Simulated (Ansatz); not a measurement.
Reading a saddle point

A first-order saddle point of SiH$_{4}$ClOF, closed shell, PBE0-D4/def2-TZVP, with one imaginary mode of 298i cm⁻¹:

```json
{"atom": "Si1", "x (Å)": "-0.4540", "y (Å)": "-0.3319", "z (Å)": "-0.0283"}
{"atom": "F2", "x (Å)": "1.1851", "y (Å)": "-1.0857", "z (Å)": "0.7296"}
{"atom": "H3", "x (Å)": "-0.4104", "y (Å)": "-0.9221", "z (Å)": "-1.3758"}
{"atom": "H4", "x (Å)": "-1.1074", "y (Å)": "-1.2341", "z (Å)": "0.9397"}
{"atom": "O5", "x (Å)": "-1.3459", "y (Å)": "1.0068", "z (Å)": "0.2372"}
{"atom": "H6", "x (Å)": "1.7302", "y (Å)": "-0.3270", "z (Å)": "0.2963"}
{"atom": "Cl7", "x (Å)": "1.4401", "y (Å)": "1.0774", "z (Å)": "-0.6213"}
{"atom": "H8", "x (Å)": "-1.0375", "y (Å)": "1.8165", "z (Å)": "-0.1774"}
```

Program: Ansatz 0.2.0. Basis: def2-TZVPP and def2-QZVPP. Cores are frozen in the correlated methods. Extrapolation: Hartree–Fock as exp(−7.88 √X), correlation as X^−2.97.

**Question.** Which contacts change along the imaginary mode, and what lies on either side? (A judgement: the text doesn't fix the answer.)

**Answer.** Computed: The step is SiH₃OF ([OH][SiH2][F]) + HCl → SiH₃ClO ([OH][SiH2][Cl]) + HF, with the molecules in contact on both sides. Shortening one way: Si1–Cl7, F2–H6; lengthening the same way: Si1–F2, H6–Cl7.
| pair | one side (Å) | saddle (Å) | other side (Å) |
| --- | --- | --- | --- |
| Si1–Cl7 | 3.78 | 2.43 | 2.08 |
| F2–H6 | 2.13 | 1.03 | 0.93 |
| Si1–F2 | 1.61 | 1.96 | 3.41 |
| H6–Cl7 | 1.29 | 1.70 | 2.26 |

**Question.** Which side is lower, and how far does the saddle lie above each? (Judge from chemistry; the value comes from the calculation.)

**Answer.** Computed: The side with Si1–F2, H6–Cl7 short is lower by 0.491 eV; the saddle lies 1.677 eV above it and 1.185 eV above the other (CCSD(T) at an estimated basis limit (MP2 extrapolated from triple and quadruple zeta, plus CCSD(T) − MP2 in triple zeta); electronic energies).

T1 diagnostic: at most 0.012.

Labels in which every atom is bracketed show which atoms are joined, not bond orders.

For scale, one of the runs: CCSD(T)/def2-TZVPP, 202 basis functions, launched by `ansatz run in.yaml --threads 4 --pin off --events-out ev --progress --plain --max-ram 9574MiB`. The run took 62 s on 4 CPU threads of an Arm Neoverse V1 (shared host), with 2.5 GiB of host memory at its peak.
